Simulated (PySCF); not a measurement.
# Predicted spectroscopic data

Gas phase, one conformer, averaged over atoms made equivalent by symmetry, fast rotation or ring inversion, non-relativistic. GFN2-xTB structure; NMR shieldings at PBE0/pcSseg-1/GIAO; J: B3LYP/pcJ-1; PySCF 2.14.0 with density-fitted response routines.

Scale: TMS for ¹H, ¹³C (reference shieldings calculated alike). Multiplet labels drop J under 1 Hz and among equivalent protons, and merge close values. Unscaled 3J(H,H) run several per cent high. Where no couplings were computed, multiplicities follow the n + 1 count of equivalent neighbours, and m marks all less simple cases (inequivalent or close neighbours, rings, F or P nearby). Shifts are as computed. Against solution values, carbons near 30 ppm lie about +3 ppm off and those near 130 ppm about +5 ppm; carbons on Cl a further +6 ppm. Of 1211 compounds with measured shifts, 218 miss one by over three times the rms of a fit or turn the order of signals round; such compounds aren't used in these exercises. Carbons bonded to Cl come out too deshielded.

**1.** SMILES C=CC(OC)OC, C5H10O2. ¹H NMR (500 MHz, computed): δ 5.94 (m, 1H), 5.57 (m, 1H), 5.37 (m, 1H), 4.30 (d, 1H), 3.49 (s, 6H). ¹³C{¹H} NMR (computed): δ 144.5 (CH), 124.2 (CH2), 113.9 (CH), 56.0 (CH3).

**2.** `C(#C)C1C=C1`, C5H4. ¹H NMR (500 MHz, computed): δ 7.27 (d, J = 2.1 Hz, 2H), 2.13 (q, J = 2.1 Hz, 1H), 0.96 (d, J = 2.1 Hz, 1H). ¹³C{¹H} NMR (computed): δ 119.9, 95.0, 66.4, 5.8.

**3.** SMILES C(C)(C)C(Cl)=C=O, C5H7ClO. ¹H NMR (500 MHz, computed): δ 2.47 (sept, 1H), 1.28 (d, 6H). ¹³C{¹H} NMR (computed): δ 218.6, 68.5, 32.6, 23.2.

**4.** SMILES Cc1nnn(C(C)C)c1C, C7H13N3. ¹H NMR (500 MHz, computed): δ 4.11 (sept, 1H), 2.50 (s, 3H), 2.27 (s, 3H), 1.64 (d, 6H). ¹³C{¹H} NMR (computed): δ 143.0 (C), 132.7 (C), 50.9 (CH), 26.1 (CH3), 12.9 (CH3), 9.7 (CH3).
